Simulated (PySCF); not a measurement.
## Polarisability and C₆ of Ni (nickel, neutral)

[Ar] 3d8 4s2, high-spin 3F determinant. Calculation: PySCF 2.14, in def2-QZVPPD (11s6p5d4f2g, 100 functions); no relativity, point nucleus. Coupled (time-dependent) response in atomic units; α is the mean over directions.

```tsv
method	mean α (bohr³)	C₆ (like pair)	S(−4)
PBE0	52.53	433.3	1447
BLYP	47.50	378.5	1167
```

S(−4) is the Cauchy moment in α(ω) = α(0) + S(−4) ω² + …

Reference α: 49 ± 3 bohr³ (recommended; Schwerdtfeger and Nagle, table of static dipole polarizabilities (2023 update)). Published C₆: 373.0 (Chu and Dalgarno (2004); Tang, Norbeck and Certain (1976)).

α(iu) at PBE0:

| u (hartree) | α(iu) (bohr³) |
| --- | --- |
| 0 | 52.53 |
| 0.0500 | 49.18 |
| 0.100 | 41.49 |
| 0.200 | 26.41 |
| 0.300 | 17.26 |
| 0.500 | 9.080 |
| 0.750 | 5.315 |
| 1.00 | 3.645 |
| 1.50 | 2.156 |
| 2.00 | 1.486 |
| 3.00 | 0.8658 |
| 5.00 | 0.4160 |

A single London oscillator, α(iu) = α/(1 + u²/ω²), gives C₆ = (3/4) ω α². Matching the computed C₆ needs ω = 4 × 433.3 / (3 × 52.53²) = 0.209 hartree.
